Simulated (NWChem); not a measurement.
**Extrapolating the CCSD correlation energy of FNa**

```
Na
F 1 1.8883
```
Charge 0, spin multiplicity 1.

Program: NWChem. Structure: optimised with PBE0/def2-SVP, a minimum by its harmonic frequencies.

The correlated methods keep 2 core orbitals frozen. The structure started from a generated list of species. No row is a measurement; the coupled-cluster row has its own basis-set and correlation limits.

Worked example. The CCSD correlation energy is -286.47 mHa in cc-pVTZ and -313.99 mHa in cc-pVQZ. The form E(X) = E∞ + A/X³ turns the pair into an estimate of the basis-set limit.

E∞ = (4³·(-313.99) − 3³·(-286.47))/(4³ − 3³) = -334.1 mHa. The larger basis holds 94 % of that. This is a two-point estimate.
